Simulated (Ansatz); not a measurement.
Zn₄H₁₄Se₄⁻: single points at one geometry.

```yaml
crystal:
  periodic: [false, false, false]
  atoms:
    - {symbol: Zn, position_ang: [-2.533930, -0.287450, -1.617893]}
    - {symbol: Se, position_ang: [-1.100923, -1.974596, 0.914941]}
    - {symbol: Zn, position_ang: [1.507251, -2.066441, -1.626333]}
    - {symbol: Se, position_ang: [0.010718, 0.013807, -2.077880]}
    - {symbol: Se, position_ang: [2.268652, 0.030859, 0.926767]}
    - {symbol: Zn, position_ang: [0.005055, -0.005370, 2.156041]}
    - {symbol: Zn, position_ang: [1.017948, 2.367249, -1.597978]}
    - {symbol: Se, position_ang: [-1.158875, 1.941184, 0.932621]}
    - {symbol: H, position_ang: [-3.281834, -0.654221, -2.924444]}
    - {symbol: H, position_ang: [-2.615090, -0.005101, -0.053163]}
    - {symbol: H, position_ang: [-0.462535, -3.005032, 1.769132]}
    - {symbol: H, position_ang: [-2.304228, -1.952523, 1.782264]}
    - {symbol: H, position_ang: [1.328139, -2.259854, -0.056145]}
    - {symbol: H, position_ang: [2.157743, -2.564974, -2.941774]}
    - {symbol: H, position_ang: [0.008796, 0.021162, -3.544823]}
    - {symbol: H, position_ang: [2.845264, -1.026926, 1.792024]}
    - {symbol: H, position_ang: [2.834260, 1.094118, 1.793616]}
    - {symbol: H, position_ang: [0.001289, -0.013495, 3.710519]}
    - {symbol: H, position_ang: [1.071299, 3.206944, -2.899453]}
    - {symbol: H, position_ang: [1.309368, 2.282596, -0.035857]}
    - {symbol: H, position_ang: [-2.369283, 1.892785, 1.788641]}
    - {symbol: H, position_ang: [-0.539081, 2.965271, 1.809168]}
basis:
  gaussian: {orbitals: def2-TZVP, fitting: {mean_field: def2-universal-jkfit}}
total_charge: -1
magnetization: {spin_polarized: true, initial_magnetization: 1}
hamiltonian: {xc: pbe0, dispersion: d4}
scf: {omitted_lower_state_checks: [starts]}
output: {orbitals: {seedname: orbitals}}
```

The file start.molden holds the orbitals of an earlier run on this structure, at another level or in another basis.

```sh
$ ansatz run in.yaml --threads 2 --pin off --events-out ev --progress --plain --max-ram 32768MiB --backend cuda --devices 0, --max-vram 18GiB
```

Output, abridged:

```
Functional definition: PBE0
2372 factors; integrals over basis functions are off by at most 5.7e-1 eV
mean field evaluation 1: about -455240.6061 eV, gradient 5.3e1 eV
mean field evaluation 2: about -455231.4746 eV, gradient 9.9e1 eV
mean field evaluation 4: about -455246.5242 eV, gradient 2.1e0 eV
mean field evaluation 8: about -455246.5402 eV, gradient 3.0e-1 eV
mean field evaluation 16: about -455246.5406 eV, gradient 5.4e-3 eV
mean field evaluation 32: about -455246.5409 eV, gradient 5.8e-6 eV
mean field -455246.54092553 eV, -16730.0018018246 hartree, gradient 5.8e-6 eV, S^2 0.752458; 0 other end points of the search recorded, 0 dependent functions left out
reference -455246.54098982 eV, -16730.0018041874 hartree; 136, 135 occupied and 332, 333 virtual orbitals, 2372 factors
Total energy: -455247.54874078 eV, -16730.0388383522 hartree
Checks for a lower state left out: starts
```

Hardware: 2 threads of AMD EPYC 7R13 on a shared host and a share (18 GiB) of an NVIDIA H100 80GB HBM3. Wall time 15 s, peak host memory 1.1 GiB.

The first input with `gaussian: {orbitals: def2-TZVP, fitting: {mean_field: def2-universal-jkfit}, initial_orbitals: start.molden}`, `hamiltonian: {xc: pbe, dispersion: d4}` (abridged; 9.5 s):

```
Functional definition: PBE
mean field evaluation 16: about -455236.0963 eV, gradient 4.9e-5 eV
mean field -455236.09633339 eV, -16729.6179701431 hartree, gradient 1.9e-6 eV, S^2 0.751321
Total energy: -455237.22636850 eV, -16729.6594981676 hartree
Checks for a lower state left out: starts
```

Geometry: r2SCAN-D4/def2-SVP, that of the neutral singlet.

Single mean-field runs in def2-TZVP are fitted with def2-universal-jkfit. At PBE0-D4/def2-TZVP, PBE-D4/def2-TZVP the highest occupied level of the charge -1 doublet lies above zero (up to 1.31 eV). By energy differences its removal costs 0.32 eV (vertical, to the charge 0 singlet, at PBE-D4/def2-TZVP); self-interaction error and the lack of diffuse functions both raise the level. At PBE-D4/def2-TZVP the gap within one spin of the charge -1 doublet nearly closes, so an electron or hole may be smeared out by delocalisation error. In the doublet geometry the species has come apart into loosely held pieces.
